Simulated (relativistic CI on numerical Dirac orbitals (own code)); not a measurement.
# Spin-allowed bands of a d8 ion in a tetrahedral site, by hand

Problem. Take Δ = 6230 cm⁻¹ and B = 760 cm⁻¹ for a d8 ion in a tetrahedral site. Calculate the three spin-allowed bands.

Working.
1. The terms of highest spin are 3F (energy 0) and 3P (15B = 11400 cm⁻¹). Here the F term splits into A2 at +1.2Δ = 7476, T2 at +0.2Δ = 1246 and T1 at −0.6Δ = -3738 cm⁻¹.
2. The two T1 states mix through the element 0.4Δ: H = [[-3738, 2492], [2492, 11400]], with roots ½(H₁₁ + H₂₂) ∓ ½√[(H₂₂ − H₁₁)² + 4H₁₂²] = ½(7662) ∓ ½(15937) = -4138 and 11800 cm⁻¹.
3. The ground term is 3T1 at -4138 cm⁻¹.
4. Bands: 3T2 5384 cm⁻¹ (1857 nm), 3A2 11614 cm⁻¹ (861 nm), 3T1(P) 15937 cm⁻¹ (627 nm).

Check. Exact diagonalisation of the whole d8 shell with these parameters gives 3T2 5384, 3A2 11614, 3T1 15937 cm⁻¹. The match is exact, since without spin-orbit coupling no other term has this spin. The ratio of the second band to the first, 2.157, depends on Δ/B = 8.2 alone, which is how a Tanabe-Sugano diagram is read.
